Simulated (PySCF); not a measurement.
Isomers of C3H8BN, mass 69.075 u with the commonest isotopes. Theory: PBE0-D3(BJ)/def2-SVP geometry optimisation, gas phase in PySCF. One conformer each, none proved a minimum here; rigid rotors.

Problem. Order these by rotational constant A, smallest first.
A. `[NH2:1][BH:2][CH:3]1[CH2:4][CH2:5]1` with N1–B2–C3–C4 147°
B. `BN1C[C@@H]1C`
C. `C=NB(C)C`

Solution. C (7280 MHz), B (9065 MHz), A (14901 MHz).

Problem. Order these by dipole moment, largest first.
A. `C=NB(C)C`
B. `BN1C[C@@H]1C`
C. `[NH2:1][BH:2][CH:3]1[CH2:4][CH2:5]1` with N1–B2–C3–C4 147°

Solution. B (2.46 D), C (1.74 D), A (1.30 D).

Problem. Order these by rotational constant B, smallest first.
A. `C=NB(C)C`
B. `BN1C[C@@H]1C`
C. `[NH2:1][BH:2][CH:3]1[CH2:4][CH2:5]1` with N1–B2–C3–C4 147°

Solution. C (2753 MHz), A (3561 MHz), B (4250 MHz).

```
      SMILES  point group  Ia (u·Å²)  Ib (u·Å²)  Ic (u·Å²)      κ  μa (D)  μb (D)  μc (D)
BN1C[C@@H]1C           C1      55.75     118.90     153.90  -0.67    2.18    1.13    0.16
     NBC1CC1           Cs      33.92     183.56     188.95  -0.99    1.39    0.01    1.06
    C=NB(C)C            –      69.42     141.94     201.54  -0.56    1.30    0.00    0.04
```
